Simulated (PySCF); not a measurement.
Al(Me)2(H) anion (C2H7Al), SMILES [CH3][AlH][CH3] (connectivity only; charge and spin as stated), charge -1, multiplicity 2. Atoms are numbered in the order given.

```xyz
10

Al    -0.1592    -0.6623     0.0000
C      0.0421     0.4994    -1.6579
H     -0.0051    -0.0772    -2.5991
H     -0.7324     1.2854    -1.7223
H      1.0228     1.0187    -1.6468
C      0.0421     0.4994     1.6579
H     -0.0051    -0.0772     2.5991
H      1.0228     1.0187     1.6468
H     -0.7324     1.2854     1.7223
H      0.9937    -1.8361     0.0000
```
Charge -1, spin multiplicity 2.

Coordinates come from a B3LYP-D3(BJ)/def2-SVPD optimisation. The multiplicity is an assumed one; other spin states were not compared. The isomer is the one that the SMILES or the coordinates give; other isomers of the formula were not compared.

Calculation: B3LYP/pcH-1 run with PySCF.

Unrestricted Kohn–Sham, ⟨S²⟩ = 0.751. Hyperfine tensors hold the contact and dipolar terms, without spin-orbit corrections.

**Question.** Estimate the hyperfine couplings. (The exact figures need the calculation; the answer reports its results.)

**Answer.** 
```tsv
nucleus	A(iso) (MHz)	A(iso) (G)	dipolar principal values (MHz)
27Al no. 1	404.2	144.2	-50.0, -49.8, 99.8
13C no. 2	41.5	14.8	-2.6, -2.3, 4.9
1H no. 3	-0.1	0.0	-3.0, -1.7, 4.7
1H no. 4	2.4	0.8	-3.3, -1.8, 5.0
1H no. 5	33.8	12.0	-2.6, -0.5, 3.2
13C no. 6	41.5	14.8	-2.6, -2.3, 4.9
1H no. 7	-0.1	0.0	-3.0, -1.7, 4.7
1H no. 8	33.8	12.0	-2.6, -0.5, 3.2
1H no. 9	2.4	0.8	-3.3, -1.8, 5.0
1H no. 10	48.7	17.4	-5.0, -1.1, 6.1
```

**Question.** And the g tensor (effective nuclear charges for spin-orbit coupling, GIAO)? (An estimate is asked for; the answer gives what the named calculation found.)

**Answer.** principal values 2.0022, 2.0024, 2.0027; isotropic 2.0024.
